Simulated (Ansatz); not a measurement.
These are PBE0-D4/def2-SVP (Ansatz, a first-principles code) values and carry that method's errors. No frequencies were computed at this level.

Ansatz 0.2 input:
```yaml
crystal:
  periodic: [false, false, false]
  atoms:
    - { symbol: O, position_ang: [0.14509, 0.025296, 1.883276] }
    - { symbol: Sn, position_ang: [-0.000355, 0.003916, 0.001249] }
    - { symbol: O, position_ang: [1.748854, -0.159914, -0.689893] }
    - { symbol: O, position_ang: [-1.00233, -1.441779, -0.683903] }
    - { symbol: O, position_ang: [-0.890917, 1.588998, -0.505964] }
    - { symbol: H, position_ang: [0.857656, -0.510096, 2.235704] }
    - { symbol: H, position_ang: [1.799633, -0.566052, -1.556583] }
    - { symbol: H, position_ang: [-1.946515, -1.287038, -0.736799] }
    - { symbol: H, position_ang: [-0.711114, 2.346668, 0.052915] }
basis:
  gaussian: { orbitals: def2-svp }
hamiltonian:
  xc: pbe0
  dispersion: d4
relax:
  max_steps: 150
```

Output:

```
Functional definition: PBE0
1153 factors; integrals over basis functions are off by at most 2.1e-4 eV
mean field evaluation 1: about -14056.0166 eV, gradient 9.1e1 eV
mean field evaluation 2: about -14037.5473 eV, gradient 1.3e2 eV
mean field evaluation 4: about -14070.4355 eV, gradient 1.5e0 eV
mean field evaluation 8: about -14070.4392 eV, gradient 1.0e-1 eV
mean field -14070.43922517 eV, -517.0791042388 hartree, gradient 3.4e-5 eV, S^2 0.000000; 0 other end points of the search recorded, 0 dependent functions left out
reference -14070.43925539 eV, -517.0791053492 hartree; 29, 29 occupied and 73, 73 virtual orbitals, 1153 factors
relax step   1: F+E_penalty+E_count = -14070.59115969 eV  Δ(F+E_penalty+E_count) = +0.000e0 eV  max|allowed force component| = 2.044e0 eV/Å  Δτ_max = 0.0000 Å  (24 SCF iters, accepted)
these checks for a lower state are left out or cut short: starts, cluster_reference, orbital_swaps, neighbouring_geometries, increment
1153 factors; integrals over basis functions are off by at most 2.2e-4 eV
mean field evaluation 16: about -14070.6028 eV, gradient 1.0e1 eV
mean field -14070.74165501 eV, -517.0902183305 hartree, gradient 1.1e-5 eV, S^2 0.000000; 0 other end points of the search recorded, 0 dependent functions left out
reference -14070.74168503 eV, -517.0902194335 hartree; 29, 29 occupied and 73, 73 virtual orbitals, 1153 factors
relax step   2: F+E_penalty+E_count = -14070.89073750 eV  Δ(F+E_penalty+E_count) = -2.996e-1 eV  max|allowed force component| = 2.412e-1 eV/Å  Δτ_max = 0.0729 Å  (29 SCF iters, accepted)
these checks for a lower state are left out or cut short: starts, cluster_reference, orbital_swaps, neighbouring_geometries, increment
1153 factors; integrals over basis functions are off by at most 2.2e-4 eV
mean field -14070.75773725 eV, -517.0908093417 hartree, gradient 7.6e-6 eV, S^2 0.000000; 0 other end points of the search recorded, 0 dependent functions left out
reference -14070.75776712 eV, -517.0908104397 hartree; 29, 29 occupied and 73, 73 virtual orbitals, 1153 factors
relax step   3: F+E_penalty+E_count = -14070.90628526 eV  Δ(F+E_penalty+E_count) = -1.555e-2 eV  max|allowed force component| = 8.573e-2 eV/Å  Δτ_max = 0.0249 Å  (30 SCF iters, accepted)
these checks for a lower state are left out or cut short: starts, cluster_reference, orbital_swaps, neighbouring_geometries, increment
1153 factors; integrals over basis functions are off by at most 2.2e-4 eV
mean field evaluation 32: about -14070.7625 eV, gradient 2.2e-1 eV
mean field -14070.76263663 eV, -517.0909893905 hartree, gradient 7.6e-6 eV, S^2 0.000000; 0 other end points of the search recorded, 0 dependent functions left out
reference -14070.76266639 eV, -517.0909904844 hartree; 29, 29 occupied and 73, 73 virtual orbitals, 1153 factors
relax step   4: F+E_penalty+E_count = -14070.91075812 eV  Δ(F+E_penalty+E_count) = -4.473e-3 eV  max|allowed force component| = 1.047e-2 eV/Å  Δτ_max = 0.0288 Å  (30 SCF iters, accepted)
these checks for a lower state are left out or cut short: starts, cluster_reference, orbital_swaps, neighbouring_geometries, increment
1153 factors; integrals over basis functions are off by at most 2.2e-4 eV
mean field -14070.76280524 eV, -517.0909955870 hartree, gradient 7.9e-6 eV, S^2 0.000000; 0 other end points of the search recorded, 0 dependent functions left out
reference -14070.76283498 eV, -517.0909966798 hartree; 29, 29 occupied and 73, 73 virtual orbitals, 1153 factors
relax step   5: F+E_penalty+E_count = -14070.91092732 eV  Δ(F+E_penalty+E_count) = -1.692e-4 eV  max|allowed force component| = 6.067e-3 eV/Å  Δτ_max = 0.0148 Å  (31 SCF iters, accepted)
these checks for a lower state are left out or cut short: starts, cluster_reference, orbital_swaps, neighbouring_geometries, increment
1153 factors; integrals over basis functions are off by at most 2.3e-4 eV
mean field -14070.76291654 eV, -517.0909996772 hartree, gradient 7.9e-6 eV, S^2 0.000000; 0 other end points of the search recorded, 0 dependent functions left out
reference -14070.76294623 eV, -517.0910007684 hartree; 29, 29 occupied and 73, 73 virtual orbitals, 1153 factors
relax step   6: F+E_penalty+E_count = -14070.91104689 eV  Δ(F+E_penalty+E_count) = -1.196e-4 eV  max|allowed force component| = 2.007e-2 eV/Å  Δτ_max = 0.0262 Å  (30 SCF iters, accepted)
these checks for a lower state are left out or cut short: starts, cluster_reference, orbital_swaps, neighbouring_geometries, increment
1153 factors; integrals over basis functions are off by at most 2.3e-4 eV
mean field -14070.76293227 eV, -517.0910002551 hartree, gradient 8.9e-6 eV, S^2 0.000000; 0 other end points of the search recorded, 0 dependent functions left out
reference -14070.76296196 eV, -517.0910013462 hartree; 29, 29 occupied and 73, 73 virtual orbitals, 1153 factors
relax step   7: F+E_penalty+E_count = -14070.91106308 eV  Δ(F+E_penalty+E_count) = -1.620e-5 eV  max|allowed force component| = 7.459e-3 eV/Å  Δτ_max = 0.0037 Å  (24 SCF iters, accepted)
1153 factors; integrals over basis functions are off by at most 2.3e-4 eV
mean field evaluation 64: about -14070.7063 eV, gradient 1.4e-1 eV
mean field -14070.76293227 eV, -517.0910002551 hartree, gradient 8.9e-6 eV, S^2 0.000000; 1 other end points of the search recorded, 0 dependent functions left out
reference -14070.76296196 eV, -517.0910013462 hartree; 29, 29 occupied and 73, 73 virtual orbitals, 1153 factors
Total energy: -14070.91109277 eV, -517.0964450533 hartree
Atom 0 at     0.163890     0.050788     1.957683 Å, force     0.007459    -0.005346     0.003022 eV/Å
Atom 1 at     0.000419    -0.000464    -0.000120 Å, force    -0.005250     0.002224    -0.001852 eV/Å
Atom 2 at     1.826024    -0.204132    -0.698819 Å, force     0.000095    -0.002594    -0.003476 eV/Å
Atom 3 at    -1.042910    -1.489779    -0.745788 Å, force    -0.003318    -0.000916    -0.000473 eV/Å
Atom 4 at    -0.947292     1.643008    -0.513262 Å, force     0.001089     0.006585     0.002760 eV/Å
Atom 5 at     0.936601    -0.445664     2.255651 Å, force    -0.004731     0.003222     0.000509 eV/Å
Atom 6 at     1.823452    -0.647994    -1.556275 Å, force     0.000692     0.001470     0.003067 eV/Å
Atom 7 at    -1.977383    -1.258283    -0.819744 Å, force     0.005336    -0.000313     0.000598 eV/Å
Atom 8 at    -0.782799     2.352518     0.120675 Å, force    -0.001373    -0.004333    -0.004155 eV/Å
Dipole moment:     0.000971    -0.000499     0.000129 e Å
```

Cost: very roughly 30 core-seconds.
